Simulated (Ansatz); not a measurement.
C₁₆H₁₀⁻, that is pyrene with one electron more. The state is a doublet with charge -1. Geometry r2SCAN-D4/def2-SVP, that of the neutral singlet; atoms count from 1.

```xyz
26

C     1.7991    1.9456    2.3292
C     1.9268    0.5555    2.3444
C     1.2196   -0.2420    1.4253
C     1.3249   -1.6731    1.4099
C     0.6276   -2.4272    0.5071
C    -0.2384   -1.8186   -0.4620
C    -0.9665   -2.5732   -1.4007
C    -1.7998   -1.9457   -2.3286
C    -1.9275   -0.5556   -2.3438
C    -1.2196    0.2420   -1.4254
C    -1.3245    1.6731   -1.4102
C    -0.6269    2.4273   -0.5077
C     0.2388    1.8187    0.4616
C     0.9665    2.5732    1.4008
C     0.3635    0.3929    0.4701
C    -0.3633   -0.3929   -0.4703
H     2.3572    2.5490    3.0513
H     2.5812    0.0698    3.0750
H     1.9811   -2.1534    2.1426
H     0.7196   -3.5179    0.5088
H    -0.8710   -3.6635   -1.3941
H    -2.3577   -2.5491   -3.0508
H    -2.5827   -0.0700   -3.0738
H    -1.9806    2.1535   -2.1430
H    -0.7183    3.5180   -0.5100
H     0.8710    3.6635    1.3942
```

The highest occupied level of the charge -1 doublet lies above zero (up to 1.12 eV). By energy differences its removal costs 0.35 eV (vertical, to the charge 0 singlet, at PBE0-D4/def2-SVP); self-interaction error and the lack of diffuse functions both raise the level.

(1) Estimate the Mulliken populations from the PBE0/def2-SVP orbitals of Ansatz.

(2) Where does the spin sit?

(3) And the Mayer bond orders between bonded heavy atoms (over 0.3)?

## Answers

(1) 
```csv
atom,charge (e),spin (α − β)
C1,0.00,-0.12
C2,-0.11,0.26
C3,0.03,-0.02
C4,-0.06,0.09
C5,-0.06,0.09
C6,0.03,-0.02
C7,-0.11,0.26
C8,0.00,-0.12
C9,-0.11,0.26
C10,0.03,-0.02
C11,-0.06,0.09
C12,-0.06,0.09
C13,0.03,-0.02
C14,-0.11,0.26
C15,0.02,-0.01
C16,0.02,-0.01
H17,-0.04,0.00
H18,-0.05,-0.01
H19,-0.05,-0.01
H20,-0.05,-0.01
H21,-0.05,-0.01
H22,-0.04,0.00
H23,-0.05,-0.01
H24,-0.05,-0.01
H25,-0.05,-0.01
H26,-0.05,-0.01
```
Mulliken values and Mayer orders depend strongly on the basis.

(2) Summed by element: C 1.07, H -0.07, of 1 unpaired in all. Largest on single atoms: C9 0.26, C14 0.26, C7 0.26.

(3) C1–C2 1.37 (1.40 Å); C1–C14 1.37 (1.40 Å); C2–C3 1.25 (1.41 Å); C3–C4 1.25 (1.44 Å); C3–C15 1.25 (1.43 Å); C4–C5 1.43 (1.37 Å); C5–C6 1.25 (1.44 Å); C6–C7 1.25 (1.41 Å); C6–C16 1.25 (1.43 Å); C7–C8 1.37 (1.40 Å); C8–C9 1.37 (1.40 Å); C9–C10 1.25 (1.41 Å); C10–C11 1.25 (1.44 Å); C10–C16 1.25 (1.43 Å); C11–C12 1.43 (1.37 Å); C12–C13 1.25 (1.44 Å); C13–C14 1.25 (1.41 Å); C13–C15 1.25 (1.43 Å); C15–C16 1.26 (1.42 Å).
